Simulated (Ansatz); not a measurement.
Basis-set extrapolation for CH$_{5}$AlF$_{2}$Si (`C[SiH2][Al]([F])[F]`) (PBE0-D4/def2-TZVP geometry, frozen core, Ansatz 0.2.0). Multiplicity 1, RHF reference.

|  | def2-TZVPP | def2-QZVPP |
| --- | --- | --- |
| HF | -770.803207 | -770.831545 |
| MP2 correlation | -0.877336 | -0.953129 |
| CCSD(T) correlation | -0.942763 | not run |

Energies in hartree. Use E(X) = E(∞) + A·exp(−7.88·√X) for Hartree–Fock and E(X) = E(∞) + B·X^(−2.97) for correlation, with X = 3 and 4, and add CCSD(T) minus MP2 of the smaller set to the MP2 limit.

Problem. What is the CCSD(T) energy at the basis-set limit?

Solution. HF limit: -770.831545 + (-0.028338) × 0.13774 = -770.83545. MP2 limit: -0.953129 + (-0.075793) × 0.74074 = -1.00927. Higher-order term: -0.942763 − (-0.877336) = -0.06543. Total: -771.91015 hartree, 431.1 kJ/mol below CCSD(T)/def2-TZVPP.
